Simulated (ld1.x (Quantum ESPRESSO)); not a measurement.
# Configuration tests for calcium (RRKJ)

ld1.x (Quantum ESPRESSO) 7.5 input, shortened:

```
&input
   title='Ca', zed=20., rel=2, dft='PBE', iswitch=3,
   config='[Ar] 3d0 4s1 4p1', rel_dist='average'
 /
 &inputp
   pseudotype=2, tm=.false., rho0=0.02, lloc=0,
   nlcc=.true., rcore=1.00
 /
3
4P  2  1   1.00   0.00  4.20  4.20  0.0
3D  3  2   0.00   0.00  2.00  2.00  0.0
4S  1  0   1.00   0.00  3.65  3.65  0.0
 &test
   configts(1)='3d0 4s1 4p1'
 /
```

Open shells are filled in proportion to 2j + 1 (rel_dist='average').

Energies are relative to the spin-unpolarised reference configuration 3d0 4s1 4p1; without spin polarisation the order of configurations can differ from experiment.

| valence configuration | charge | ΔE all-electron (eV) | error AE − PS (meV) |
| --- | --- | --- | --- |
| 3d0 4s2 4p0 | 0 | -2.422 | -9.5 |
| 3d0 4s1 4p0 | +1 | 3.888 | +2.3 |
| 3d0 4s1.5 4p0 | +0.5 | 0.082 | -5.1 |
| 3d0 4s0 4p2 | 0 | 2.530 | -13 |
| 3d1 4s0 4p0 | +1 | 5.267 | -260 |
| 3d0 4s0 4p1 | +1 | 6.936 | -11 |
| 3d0.5 4s1.5 4p0 | 0 | -1.369 | -76 |
